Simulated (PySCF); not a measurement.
methylsilylformaldehyde (C2H6OSi), SMILES C[SiH2]C=O.

The structure is a stationary point at B3LYP-D3(BJ)/def2-SVP. The values are those of a single conformer.

These are TDA-ωB97X/def2-SVPD (PySCF) values and carry that method's errors.

Vertical excitations. Isolated molecule, no solvent.

Problem. Give excitation energies, oscillator strengths and character. (Estimate from the structure and the level; the computed values follow.)

Solution. 
```
state  energy (eV)  λ (nm)      f                                            main pairs
-----  -----------  ------  -----  ----------------------------------------------------
S1            3.31     374  0.001                                        HOMO→LUMO 96 %
S2            6.88     180  0.002                    HOMO→LUMO+1 69 %, HOMO→LUMO+3 14 %
S3            7.21     172  0.082                                      HOMO→LUMO+2 84 %
S4            7.73     160  0.002                                      HOMO−1→LUMO 94 %
S5            8.10     153  0.054                                      HOMO−2→LUMO 81 %
S6            8.25     150  0.001                    HOMO−3→LUMO 53 %, HOMO−6→LUMO 34 %
S7            8.36     148  0.025  HOMO→LUMO+4 48 %, HOMO→LUMO+5 15 %, HOMO→LUMO+3 15 %
S8            8.52     145  0.004                                      HOMO→LUMO+6 79 %
S9            8.68     143  0.371  HOMO→LUMO+3 48 %, HOMO→LUMO+4 18 %, HOMO−2→LUMO 13 %
S10           8.99     138  0.001                HOMO−2→LUMO+1 55 %, HOMO−2→LUMO+2 29 %
T1            2.63     471      0                                        HOMO→LUMO 96 %
T2            5.79     214      0  HOMO−4→LUMO 58 %, HOMO−5→LUMO 19 %, HOMO−2→LUMO 17 %
T3            6.72     185      0                    HOMO→LUMO+1 66 %, HOMO→LUMO+3 13 %
T4            6.92     179      0                                      HOMO→LUMO+2 76 %
```
Triplets are in the Tamm–Dancoff approximation.
